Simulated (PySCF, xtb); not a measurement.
H₄O₃SeSi, SMILES O[Si]([SeH])(O)O.

GFN2-xTB in xtb 6.7.1 at its own geometry gives an orbital gap of 4.82 eV and a dipole moment of 2.29 D.

Geometry: PBE0-D3(BJ)/def2-SVP. One conformer was computed; it need not be the lowest.

What does HF/def2-TZVP run with PySCF give? (An estimate is asked for; the answer gives what the named calculation found.)

gap 12.85 eV (levels -9.80 and 3.04 eV), dipole 1.99 D.
